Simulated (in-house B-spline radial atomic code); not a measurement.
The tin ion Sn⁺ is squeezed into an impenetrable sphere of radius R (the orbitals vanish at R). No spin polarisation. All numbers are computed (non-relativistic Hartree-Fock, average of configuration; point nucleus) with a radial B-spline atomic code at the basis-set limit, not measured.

Energies in eV above the free ion in [Kr] 4d10 5s2 5p1:

| R (bohr) | highest level (eV) | [Kr] 4d10 5s2 5p1 | [Ar] 3d10 4s2 4p5 4d10 5s2 5p1 5d1 | [Kr] 4d10 4f1 5s2 | -dE/dV in [Kr] 4d10 5s2 5p1 (GPa) |
| --- | --- | --- | --- | --- | --- |
| 9.24 | -13.8 | 0.003442 | 105.6 | 11.73 | 0.00552 |
| 6.44 | -13.6 | 0.2551 | 107.1 | 15.45 | 0.786 |
| 5.09 | -12.4 | 1.849 | 111 | 20.59 | 8.94 |
| 4.51 | -10.9 | 4.303 | 115.7 | 24.96 | 26.6 |
| 3.85 | -7.2 | 11.43 | 127.7 | 34.01 | 100 |
| 2.98 | 7.5 | 45.87 | 178.9 | 66.74 | 767 |
| 2.58 | 25.2 | 95 | 246 | 109 | 2370 |
| 2.37 | 41.1 | 144.4 | 310.6 | 150.8 | 4580 |
| 1.86 | 126 | 462.8 | 700.6 | 422.2 | 29100 |
| 1.54 | 260 | 1101 | 1439 | 978.7 | 116000 |

Question: Does [Ar] 3d10 4s2 4p5 4d10 5s2 5p1 5d1 fall below [Kr] 4d10 5s2 5p1 under compression?

Answer: No, it stays above over the whole range.

Question: Does [Kr] 4d10 4f1 5s2 fall below [Kr] 4d10 5s2 5p1 under compression?

Answer: Yes, between R = 2.37 and 1.86 bohr the order changes (near 2.3 bohr by linear interpolation).

The highest level is first positive in the row R = 2.98 bohr, pushed up by confinement above the zero of the free ion's potential. Each configuration is held fixed and needn't be the lowest in the sphere.
